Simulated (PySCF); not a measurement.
Spinor energies of Ti⁺ (titanium, charge +1)

Start: [Ar] 3d3; 3d5/2 filled at m_j = +1/2, +3/2, +5/2. Calculated with PySCF 2.14 in x2c-TZVPall-2c with one added diffuse shell each of s, p, d type (7s8p5d1f, 63 functions): generalised Hartree-Fock with the X2C-1e Hamiltonian and a Gaussian nucleus; one run each with spin-orbit coupling (SO) switched off, then screened by Boettger's factors. This is a chosen level, not necessarily the ground level.

```tsv
spinor shell	electrons	ε, spin-free (eV)	ε, screened SO (eV)	weight of nominal j (screened SO)	rms radius, screened SO (bohr)
1s1/2	2	-5020.1	-5020.1	1.000	0.0804
2s1/2	2	-590.62	-590.62	1.000	0.350
2p1/2	2	-486.46	-490.36	0.996	0.318
2p3/2	4	-486.46	-484.57	0.998	0.321
3s1/2	2	-80.942	-80.950	1.000	1.09
3p3/2	4	-51.354	-51.795	0.836	1.20
3p1/2	2	-51.354	-50.500	0.671	1.20
3d5/2	3	-14.205	-14.201	0.794	1.87
```

```csv
quantity,spin-free,screened SO
E (hartree),-852.50269,-852.50849
M_J,9/2,9/2
⟨J²⟩,24.757,24.757
⟨L²⟩,12.007,12.008
⟨S²⟩,3.750,3.750
```

Each row is a mean over spinors that exchange with the open shell spreads, by up to 8.088 eV (3p3/2).

Rows whose weight is well below 1 are mixtures of j = l ± 1/2: exchange outweighs spin-orbit coupling there, and the label is only the starting occupation.

Without spin-orbit coupling the j labels of p, d and f shells carry no meaning; the spin-free column gives the mean over the occupied spinors of each nl shell.
